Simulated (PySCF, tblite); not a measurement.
Compound: C2H8OSSi2.
SMILES: `C=CO[SiH2]S[SiH3]`

Jobs on this species (14 atoms, 72 electrons) with PySCF (density fitting) and tblite. Hardware of each: Arm Neoverse V2, one thread (shared host). Times come from a shared host and carry two figures at best.

```tsv
level and settings	work	basis functions	SCF cycles	wall time
PBE0-D3(BJ)/def2-SVP, grid level 1	geometry optimisation from a GFN2-xTB start shaken at random	136	?	?
PBE0/pcSseg-1, IEF-PCM methanol	shieldings	163	?	?
BHandHLYP/aug-pcX-1 (pcseg-1 on H, def2-SVPD on Si, def2-SVPD on S)	K-edge TDA, 20 lines	214	13	19 s
wB97X-D/pcSseg-2	shieldings	349	14	95 s
PBE0/pcSseg-1, IEF-PCM chloroform	shieldings, charges and field gradients	163	14	21 s
GFN2-xTB	L-BFGS relaxation	–	–	0.75 s
CAM-B3LYP/def2-SVPD, IEF-PCM chloroform	6 singlets by full TDDFT, polarisability	202	13	37 s
delta-SCF UKS SCAN, pcX-2 on the ionised atom, pcseg-1 elsewhere, spin-free X2C	ΔSCF core ionisation, 9 holes	178	147	72 s
CAM-B3LYP/def2-SVPD	10 singlets by full TDDFT, 4 Tamm–Dancoff triplets, polarisability, ΔSCF ions	202	13	3.4 min
```

Question: Fill in the missing figures.

Answer: 
- PBE0-D3(BJ)/def2-SVP, grid level 1; geometry optimisation from a GFN2-xTB start shaken at random: 58 s, 48 SCF cycles
- PBE0/pcSseg-1, IEF-PCM methanol; shieldings: 19 s, 14 SCF cycles

Question: What do all jobs in the table cost together?

Answer: About 8.8 min; the longest takes about 39 % of that, and about 270 times as long as the shortest.
